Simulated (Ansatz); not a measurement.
A nudged elastic band was laid between two geometries of C2H10OSi2 (15 atoms, charge 0, multiplicity 1).

These are results of Ansatz 0.2.0, RKS PBE0-D4/6-31G, not measurements.

| Item | Value |
| --- | --- |
| movable images | 7 |
| climbing image | yes |
| spring | 5.0 eV/Å² |
| optimiser | quadratic models (default) |
| start path | IDPP |
| force threshold | 0.05 eV/Å |
| iteration limit | 22 |
| end points | relaxed |

Initial state:

```xyz
15
Properties=species:S:1:pos:R:3
C -2.192 0.576 1.272
Si -0.720 1.321 0.332
O 0.734 0.400 0.580
C 0.911 -0.961 0.121
Si 1.982 -0.943 -1.483
H -1.991 0.552 2.347
H -2.405 -0.445 0.939
H -3.089 1.182 1.099
H -0.378 2.688 0.840
H -1.052 1.375 -1.142
H 1.434 -1.508 0.913
H -0.044 -1.478 -0.054
H 3.334 -0.365 -1.183
H 2.153 -2.341 -2.026
H 1.302 -0.101 -2.527
```

Final state:

```xyz
15
Properties=species:S:1:pos:R:3
C -2.253 0.101 1.292
Si -1.129 1.043 0.084
O 0.553 0.750 0.410
C 1.187 -0.543 0.257
Si 2.177 -0.557 -1.398
H -2.059 0.414 2.323
H -2.094 -0.980 1.225
H -3.304 0.303 1.059
H -1.279 2.525 0.236
H -1.464 0.623 -1.329
H 1.870 -0.675 1.103
H 0.467 -1.374 0.289
H 2.816 -1.905 -1.626
H 1.242 -0.267 -2.539
H 3.249 0.492 -1.357
```

(1) Which bonds break or form, and what moves?

(2) What energy profile does the band end with?

(3) What is the geometry of the highest image?

(4) What are the harmonic wavenumbers there?

Results:

(1) No bond is made or broken. The dihedral O3–C4–Si5–H13 goes from 62 to -178°. The two ends are copies of one structure, up to a mirror image or an exchange of like atoms.

(2) The run converged. The highest image is number 4 of 0 to 8, 0.060 eV above the ends, which have the same energy within 2 meV. A vibrational analysis at the climbing image gives one clearly imaginary mode, 119i cm⁻¹: a first-order saddle point. Limits of this set-up: no polarisation functions.

| image | path coordinate (Å) | energy (eV) | dihedral O3–C4–Si5–H13 (°) |
| --- | --- | --- | --- |
| 0 | 0.00 | 0.000 | 62 |
| 1 | 0.58 | 0.008 | 74 |
| 2 | 1.16 | 0.030 | 88 |
| 3 | 1.74 | 0.053 | 104 |
| 4 | 2.32 | 0.060 | 119 |
| 5 | 3.12 | 0.047 | 140 |
| 6 | 3.92 | 0.019 | 160 |
| 7 | 4.72 | 0.001 | 177 |
| 8 | 5.52 | 0.000 | -178 |

(3) 
```xyz
15
Properties=species:S:1:pos:R:3
C -2.249 0.165 1.141
Si -0.923 1.167 0.221
O 0.684 0.696 0.686
C 1.255 -0.592 0.374
Si 1.922 -0.690 -1.454
H -2.155 0.303 2.222
H -2.171 -0.905 0.922
H -3.246 0.500 0.834
H -0.998 2.622 0.568
H -1.100 0.971 -1.269
H 2.096 -0.729 1.059
H 0.546 -1.411 0.565
H 3.402 -0.965 -1.455
H 1.251 -1.795 -2.230
H 1.667 0.613 -2.156
```

(4) 119i, 40, 83, 129, 155, 259, 296, 500, 515, 553, 655, 692, 718, 725, 792, 875, 885, 916, 923, 931, 935, 951, 1088, 1268, 1333, 1364, 1502, 1510, 1526, 2139, 2161, 2180, 2204, 2224, 3040, 3077, 3142, 3174, 3188 cm⁻¹.

Run time: 15 min on 1 thread of Intel(R) Xeon(R) Processor @ 2.50GHz (Skylake/Cascade Lake) (shared host), peak memory 0.19 GiB.
